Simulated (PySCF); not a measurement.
Electronic absorption of C4H13PSi2

Species: C4H13PSi2.
InChI=1S/C4H13PSi2/c1-4(2)7-5-6-3/h5H,1,6-7H2,2-3H3

The calculation used TDDFT CAM-B3LYP/def2-SVPD, vertical, gas phase, core orbitals frozen in the response in PySCF 2.14.0, density-fitted response routines. Isolated species at its PBE0-D3(BJ)/def2-SVP geometry (one conformer only). Torsions of this conformer, `[CH2:1]=[C:2]([CH3:3])[SiH2:4][PH:5][SiH2:6][CH3:7]`: C1–C2–Si4–P5 -8°, C2–Si4–P5–Si6 178°, Si4–P5–Si6–C7 169°.

```json
{"state": "S1", "E (eV)": "6.19", "E (kJ/mol)": "598", "λ (nm)": "200.2", "f": "0.0068", "|μ| (D)": "0.54", "main configurations (H = HOMO, L = LUMO)": "H→L+1 (49%), H→L+3 (12%), H→L+2 (11%)"}
{"state": "S2", "E (eV)": "6.47", "E (kJ/mol)": "624", "λ (nm)": "191.7", "f": "0.072", "|μ| (D)": "1.71", "main configurations (H = HOMO, L = LUMO)": "H→L (56%), H→L+4 (15%), H→L+2 (12%)"}
{"state": "S3", "E (eV)": "6.59", "E (kJ/mol)": "636", "λ (nm)": "188.2", "f": "0.024", "|μ| (D)": "0.98", "main configurations (H = HOMO, L = LUMO)": "H→L+2 (48%), H→L+4 (15%)"}
{"state": "S4", "E (eV)": "6.72", "E (kJ/mol)": "648", "λ (nm)": "184.6", "f": "0.015", "|μ| (D)": "0.77", "main configurations (H = HOMO, L = LUMO)": "H→L+1 (32%), H→L+4 (28%), H→L (20%)"}
{"state": "S5", "E (eV)": "6.75", "E (kJ/mol)": "652", "λ (nm)": "183.5", "f": "0.027", "|μ| (D)": "1.02", "main configurations (H = HOMO, L = LUMO)": "H-2→L (38%), H-3→L (23%), H-2→L+1 (11%)"}
{"state": "S6", "E (eV)": "6.81", "E (kJ/mol)": "657", "λ (nm)": "182.0", "f": "0.029", "|μ| (D)": "1.06", "main configurations (H = HOMO, L = LUMO)": "H→L+3 (33%), H-1→L (31%)"}
{"state": "S7", "E (eV)": "6.99", "E (kJ/mol)": "674", "λ (nm)": "177.4", "f": "0.317", "|μ| (D)": "3.46", "main configurations (H = HOMO, L = LUMO)": "H-1→L (40%), H→L+3 (26%)"}
{"state": "S8", "E (eV)": "7.06", "E (kJ/mol)": "682", "λ (nm)": "175.5", "f": "0.0015", "|μ| (D)": "0.24", "main configurations (H = HOMO, L = LUMO)": "H-1→L+2 (59%), H-1→L+1 (24%)"}
{"state": "S9", "E (eV)": "7.23", "E (kJ/mol)": "698", "λ (nm)": "171.4", "f": "0.022", "|μ| (D)": "0.90", "main configurations (H = HOMO, L = LUMO)": "H-2→L+1 (41%), H-2→L+2 (11%), H-2→L (10%)"}
{"state": "S10", "E (eV)": "7.42", "E (kJ/mol)": "716", "λ (nm)": "167.2", "f": "0.045", "|μ| (D)": "1.27", "main configurations (H = HOMO, L = LUMO)": "H-1→L+1 (31%), H-1→L+3 (29%)"}
```

Triplets (Tamm–Dancoff): T1 4.17 eV, H-1→L (62%), H-1→L+1 (21%); T2 5.42 eV, H→L+1 (43%), H→L+4 (16%), H→L+5 (10%); T3 5.67 eV, H→L+2 (37%), H→L (24%), H→L+7 (13%); T4 6.22 eV, H-2→L (33%), H-3→L (22%), H-3→L+1 (8%).

The lowest singlet comes at 200 nm (598 kJ/mol) in the ultraviolet; it is weak; its leading configuration is HOMO→LUMO+1 (49%). The strongest level in the table is S7 at 6.99 eV (177 nm, f = 0.317). Löwdin shares by element: HOMO phosphorus 62%, silicon 21%, hydrogen 5% or more; LUMO carbon 42% or more, silicon 19% (atoms not listed hold the other 39%). Of the 10 states listed, 8 reach f = 0.01 and none stays under 0.0005. Weighted by f, the mean energy of these states is 6.91 eV. The oscillator strengths of these states sum to 0.560; summed over the whole spectrum of an exact calculation they would give the number of electrons, 80 (Thomas–Reiche–Kuhn). All these states lie below the vertical ionisation energy of 9.01 eV (ΔSCF). Singlets were solved by full linear response, triplets in the Tamm–Dancoff approximation.
